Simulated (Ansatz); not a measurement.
Total energies of SnMe2 (C₂H₆Sn) from Ansatz at r2SCAN-D4/def2-TZVP, gas phase (1 Eh = 27.2114 eV = 2625.5 kJ/mol). The reference geometry is relaxed at PBE0-D4/def2-TZVP.

```xyz
9

Sn   -0.126   -1.519   -0.119
C     0.649   -0.187    1.438
H    -0.154    0.477    1.775
H     1.437    0.447    1.019
H     1.046   -0.727    2.298
C    -0.653    0.147   -1.440
H     0.255    0.704   -1.694
H    -1.318    0.839   -0.914
H    -1.135   -0.180   -2.362
```

```csv
state,geometry,energy (Eh)
charge 0 singlet,reference,-294.15912
charge 1 doublet,reference,-293.86975
free Sn atom (triplet),–,-214.33064
free C atom (triplet),–,-37.83292
free H atom (doublet),–,-0.49993
```

In the def2 sets Sn takes a core potential; there is no spin–orbit coupling.

(1) Work out the vertical ionisation energy to the doublet.

(2) What is the binding energy per atom against free atoms?

(1) E(charge 1 doublet) − E(charge 0 singlet) = -293.86975 − (-294.15912) = 0.28937 Eh = 7.87 eV. For comparison, −ε of the highest occupied level is 5.18 eV at this level, 2.69 eV less.

(2) Atoms: 1 × (-214.33064) + 2 × (-37.83292) + 6 × (-0.49993) = -292.99606 Eh. Binding: -292.99606 − (-294.15912) = 1.16306 Eh = 31.65 eV, or 3.52 eV for each of 9 atoms (no zero-point energy, no counterpoise term).
